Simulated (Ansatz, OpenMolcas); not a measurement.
# How basis sets differ on TiNH2Cl3 (SMILES [NH2][Ti]([Cl])([Cl])[Cl])

TiNH2Cl3: 7 atoms, total charge 0, spin state singlet. As SMILES, `[NH2][Ti]([Cl])([Cl])[Cl]`. Geometry: relaxed at PBE0-D4/def2-TZVP.

```tsv
atom	x (Å)	y (Å)	z (Å)
N	-0.6764	0.4796	0.8131
Ti	0.4160	-0.2733	-0.4591
Cl	1.9225	-1.4421	0.5997
Cl	-0.7714	-1.5947	-1.7428
Cl	1.2323	1.3587	-1.6545
H	-1.2002	1.3347	0.6792
H	-0.8617	0.0689	1.7189
```

Quantity: the HOMO–LUMO gap, in eV. The values are calculated.

```csv
level,kind,program,value (eV)
HF/ANO-R0 (sfX2C),Hartree–Fock,OpenMolcas,11.98
HF/ANO-L-MB,Hartree–Fock,OpenMolcas,12.12
HF/STO-3G,Hartree–Fock,Ansatz,15.41
HF/3-21G,Hartree–Fock,OpenMolcas,12.31
HF/def2-SVP,Hartree–Fock,Ansatz,12.55
HF/cc-pVDZ,Hartree–Fock,Ansatz,12.55
```

The values span 11.98 to 15.41 eV. A Hartree–Fock LUMO above zero doesn't converge with the basis: it sinks as sets grow more diffuse. Orbital gaps aren't excitation energies.
